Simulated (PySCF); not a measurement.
B(NH2)3 (BH6N3), SMILES NB(N)N. Atoms are numbered in the order given.

```xyz
10

B      0.0007    -0.0008     0.0000
N      0.0334    -0.7151     1.2411
H     -0.1037    -0.2572     2.1318
H     -0.0811    -1.7180     1.2943
N     -0.0540     1.4337     0.0000
H      0.1383     1.9655     0.8389
H      0.1383     1.9655    -0.8389
N      0.0334    -0.7151    -1.2411
H     -0.1037    -0.2572    -2.1318
H     -0.0811    -1.7180    -1.2943
```
Charge 0, spin multiplicity 1.

Coordinates come from a B3LYP-D3(BJ)/def2-SVP optimisation. Other conformers were not sampled.

Level of theory: C-PCM-ωB97X/def2-SVP (PySCF 2.14.0).

The values are the electrostatic part of the solvation free energy, E(continuum) − E(gas) at the gas-phase geometry, in a cavity of scaled van der Waals radii (PySCF's table); cavitation and dispersion terms are not included. In vacuum the orbital gap is 12.70 eV. The dipole moment in vacuum is 0.20 D.

| solvent | ε | ΔG(elec) (kcal/mol) | dipole (D) | gap (eV) |
|---|---|---|---|---|
| water | 78.36 | -7.4 | 0.25 | 13.00 |
| 1-octanol | 9.86 | (withheld) | (withheld) | (withheld) |
| ethylethanoate | 5.99 | -6.1 | 0.24 | 12.95 |

Fill in the missing entries. (The exact figures need the calculation; the answer reports its results.)


- 1-octanol, ΔG(elec) (kcal/mol): -6.6
- 1-octanol, dipole (D): 0.24
- 1-octanol, gap (eV): 12.97
